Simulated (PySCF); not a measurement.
Compound: C6H11NSi2.
Atom-mapped SMILES: `[N:1]#[C:2][Si@H:3](/[CH:4]=[CH:5]\[SiH3:6])[CH:7]1[CH2:8][CH2:9]1` (hydrogens: H10 on Si3; H11 on C4; H12 on C5; H13, H14, H15 on Si6; H16 on C7; H17, H18 on C8; H19, H20 on C9)

Cartesian coordinates in Å at the PBE0-D3(BJ)/def2-SVP level; atoms count from 1:
```xyz
20
C6H11NSi2 angstrom
N     -0.682   -1.740   -3.763
C     -0.357   -1.098   -2.853
Si     0.154   -0.073   -1.375
C      0.959   -1.281   -0.185
C      1.743   -0.971    0.865
Si     2.290    0.741    1.407
C     -1.383    0.686   -0.658
C     -1.541    0.898    0.830
C     -2.333   -0.166    0.153
H      1.106    0.943   -1.905
H      0.741   -2.343   -0.368
H      2.122   -1.805    1.475
H      3.781    0.837    1.366
H      1.695    1.780    0.516
H      1.843    0.989    2.812
H     -1.857    1.442   -1.294
H     -2.052    1.808    1.154
H     -0.730    0.583    1.494
H     -2.060   -1.208    0.344
H     -3.404   -0.009    0.000
```

All values: PBE0/pcSseg-1 (PySCF, non-relativistic), on one gas-phase PBE0-D3(BJ)/def2-SVP geometry that isn't relaxed in the solvent. The solvent is an IEF-PCM continuum (cavity from Bondi-type radii × 1.2). The model holds no explicit solvent molecules, cavitation or dispersion.

```json
{"run": "gas", "E − E(gas) (kcal/mol)": "0.00", "HOMO (eV)": "-8.36", "HOMO–LUMO gap (eV)": "6.81", "dipole (D)": "4.25"}
{"run": "P", "E − E(gas) (kcal/mol)": "-5.95", "HOMO (eV)": "-8.07", "HOMO–LUMO gap (eV)": "6.77", "dipole (D)": "5.32"}
{"run": "Q", "E − E(gas) (kcal/mol)": "-5.69", "HOMO (eV)": "-8.08", "HOMO–LUMO gap (eV)": "6.77", "dipole (D)": "5.28"}
```

Q: The runs were made in acetone and dimethylsulfoxide. Which run belongs to which solvent?

A: P = dimethylsulfoxide, Q = acetone. The dielectric constants are 20.49 (acetone), 46.83 (dimethylsulfoxide), and the energy falls further as ε rises. In this model the ground state sees the solvent through ε alone.

Q: How constant is the ratio of the lowering to (ε − 1)/(2ε + 1)?

A: 
```csv
solvent,(ε − 1)/(2ε + 1),E − E(gas) (kcal/mol),ratio (kcal/mol),polarisation term (kcal/mol)
acetone,0.464,-5.69,-12.3,-6.66
dimethylsulfoxide,0.484,-5.95,-12.3,-7.00
```

The ratio changes by +0.2 % in size from acetone to dimethylsulfoxide. The polarisation term is half the interaction of the solute with the induced surface charges.
